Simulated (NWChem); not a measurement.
System: BeClF; SMILES [F][Be][Cl]

Program: NWChem. Structure relaxed at the B3LYP/6-31G* (spherical d) level. B3LYP is NWChem's, with the RPA form of VWN correlation. Vertical excitations in the gas phase; the lowest state need not have the same character in each row.

| level | lowest excitation, singlet (eV) | oscillator strength of that lowest state | lowest triplet (eV) | orbital gap (eV) |
|---|---|---|---|---|
| PBE/def2-SVPD, full TDDFT | 7.23 | 0.047 | 6.94 | 7.14 |
| B3LYP/def2-SVPD, full TDDFT | 7.61 | 0.056 | 7.31 | 8.68 |
| LDA (Slater exchange, VWN5)/def2-SVPD, full TDDFT | 7.27 | 0.048 | 7.02 | 7.17 |
| PBE0/def2-SVPD, full TDDFT | 7.88 | 0.062 | 7.54 | 9.29 |
